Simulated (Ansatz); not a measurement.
System: CH4BO2, charge -1, multiplicity 1. It need not be the lowest isomer of its formula. Whether it binds its extra electron was not tested at this geometry. 
Coordinates optimised at B3LYP-D3(BJ)/def2-TZVP (Ansatz, an electronic-structure program):
```
B
C 1 1.4520
H 2 1.0879 1 122.62
H 2 1.0879 3 114.77 1 180.00
O 1 1.4530 2 123.94 3 -172.82
H 5 0.9623 1 108.28 2 -144.52
O 1 1.4530 2 123.94 3 7.18
H 7 0.9623 1 108.28 2 -144.52
```
Charge -1, spin multiplicity 1.

Basis-set convergence of Hartree-Fock and MP2 correlation energies (hartree) with Ansatz. Valence correlation only, unless marked. Spin-orbit coupling is left out. No relativistic terms.

| basis | functions | E(HF) | E(corr, MP2) |
|---|---|---|---|
| aug-cc-pVDZ | 128 | -214.69643 | -0.65639 |
| aug-cc-pVTZ | 276 | [?] | [?] |

Some entries are withheld; supply them.


- aug-cc-pVTZ, E(HF): -214.75188
- aug-cc-pVTZ, E(corr, MP2): -0.79391
